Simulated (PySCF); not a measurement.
C4H7NSi, SMILES C/C(C#N)=C/[SiH3].

Geometry optimised at PBE0-D3(BJ)/def2-SVP. The geometry has at least one imaginary mode, so it is a saddle point at that level. The structure was generated by enumeration; whether it is a known compound was not checked.

All values below come from ωB97X/def2-TZVP (PySCF).

The molecule is in vacuum.

```json
{
  "total_energy": "-500.86323 hartree",
  "highest_occupied_level": "-10.30 eV",
  "lowest_empty_level": "0.25 eV",
  "orbital_gap": "10.55 eV",
  "dipole_moment": "3.97 D",
  "quadrupole, principal values (traceless, Buckingham form, about the centre of nuclear charge)": "-9.85, 1.14, 8.71 D·Å",
  "mean_static_polarisability": "78.3 bohr³ (11.60 Å³)",
  "polarisability_principal_values": "56.7, 81.1, 97.0 bohr³"
}
```
